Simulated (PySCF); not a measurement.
C4H9FSi, SMILES C[C@H]1C[C@@]1(F)[SiH3].

The structure is a stationary point at PBE-D3(BJ)/def2-SVP. The structure was generated by enumeration; whether it is a known compound was not checked.

These are PBE/def2-TZVP run with PySCF values and carry that method's errors.

Gas-phase values at a fixed geometry.

Question: Estimate the frontier levels, gap, dipole moment and polarisability. (Estimate from the structure and the level; the computed values follow.)

Answer: 
The highest occupied level is -6.53 eV. The lowest empty level is -0.19 eV, the orbital gap is 6.34 eV and the dipole moment is 1.70 D. The quadrupole, principal values (traceless, Buckingham form, about the centre of nuclear charge) is -3.43, 1.59, 1.84 D·Å. The mean static polarisability is 77.1 bohr³ (11.43 Å³). The polarisability, principal values comes out as 69.1, 75.9, 86.3 bohr³.
